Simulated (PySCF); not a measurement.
# Manganese: a sound run and one with changed settings

Sound run: Mn²⁺ [Ar] 3d5, Mn³⁺ [Ar] 3d4. Calculation: PySCF 2.14, in cc-pVTZ (7s6p4d2f1g, 68 functions); no relativity, point nucleus. In the sound run the correlated levels freeze [Ar]. The sound run starts from symmetry-adapted Hartree-Fock orbitals and uses a fine grid where one is needed.

A second run was set up differently.

```
species  method  sound run (hartree)  changed run (hartree)  converged
   Mn²⁺     MP2          -1149.17834            -1149.53317        yes
   Mn³⁺     MP2          -1147.95026            -1148.28219        yes
```

Ionisation energy of Mn²⁺:

```tsv
method	sound run (eV)	changed run (eV)
UHF	32.589	32.589
MP2	33.418	34.041
SCS-MP2	32.865	33.504
```

Q: What was changed?
A. all electrons correlated in a valence basis
B. basis contracted for another Hamiltonian
C. level shift left on
D. minimal basis

A: A. A valence basis has no tight correlating functions, so it recovers only part of the core correlation, and not evenly between atom and ion.
